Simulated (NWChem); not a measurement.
InO, doublet; SMILES [O]=[In]

Results from NWChem. Spin-unrestricted. Coordinates come from a PBE0/def2-SVP, spin-unrestricted optimisation. No stability test was run on the SCF state. def2 effective core potentials on In; no spin-orbit coupling. Level B3LYP/def2-TZVP: energy and gradient; each run changes one setting, and changes count from the defaults (medium grid, exact Coulomb integrals, symmetry on).

| setting | size of the energy change (μHa) | largest change of a gradient component (μHa/bohr) |
|---|---|---|
| defaults | < 10 | < 30 |
| extra-fine grid | < 10 | 40 |
| tight SCF thresholds and tolerances | < 10 | < 30 |
| Becke weights | < 10 | 40 |
| symmetry off | < 10 | other frame |
